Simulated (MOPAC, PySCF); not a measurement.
C$_{8}$H$_{9}$FSi, SMILES `c1c([SiH3])c(ccc1)C(=C)F` (F–C–C–C torsion 157°), neutral singlet in the gas phase. 

Cartesian coordinates (Å):
SMILES: C=C(F)c1ccccc1[SiH3]
```xyz
19

C     -0.3064     2.8827    -0.6980
C      0.2844     1.8129    -0.1642
F      1.5607     1.9246     0.2439
C     -0.2691     0.4639     0.0348
C     -1.6590     0.3059     0.1296
C     -2.2262    -0.9522     0.2913
C     -1.4060    -2.0753     0.3687
C     -0.0241    -1.9235     0.2850
C      0.5763    -0.6659     0.1223
Si     2.4651    -0.6332     0.0083
H      0.2363     3.8257    -0.7695
H     -1.3245     2.8256    -1.0791
H     -2.3026     1.1873     0.0989
H     -3.3112    -1.0532     0.3684
H     -1.8405    -3.0690     0.4993
H      0.6095    -2.8128     0.3443
H      3.1115    -0.0832     1.2349
H      2.9475     0.1054    -1.1947
H      2.8783    -2.0657    -0.1244
```
Charge 0, spin multiplicity 1.

All levels are single points at this geometry (PBE0-D3(BJ)/def2-SVP); Pople sets use spherical d functions. Orbital energies aren't observables, and empty levels follow the basis.

```
level                           HOMO (eV)  LUMO (eV)  gap (eV)  dipole (D)  vertical IE, Delta-SCF (eV)
------------------------------  ---------  ---------  --------  ----------  ---------------------------
PBE-D3(BJ)/def2-TZVP in PySCF       -5.92      -2.27      3.66        2.15                         8.39
PBE0-D3(BJ)/def2-TZVP in PySCF      -6.91      -1.44      5.47        2.24                         8.54
B3LYP/3-21G in PySCF                -6.48      -1.14      5.34        2.22                            –
B3LYP/6-311+G** in PySCF            -6.73      -1.66      5.08        2.28                            –
B3LYP/6-31G* in PySCF               -6.37      -1.17      5.21        2.17                         8.28
BP86/6-31G* in PySCF                -5.68      -1.95      3.73        2.08                            –
M06-2X/6-31G* in PySCF              -7.74      -0.27      7.48        2.14                            –
PBE/6-31G* in PySCF                 -5.59      -1.86      3.72        2.07                         8.16
SVWN5/6-31G* in PySCF               -5.75      -2.05      3.70        2.06                         8.37
HF/3-21G in PySCF                   -8.85       2.38     11.23        2.71                            –
HF/STO-3G in PySCF                  -6.79       5.99     12.78        0.89                            –
AM1 in MOPAC                        -9.30      -0.26      9.04        1.58                            –
PM3 in MOPAC                        -9.24      -0.27      8.97        1.25                            –
```
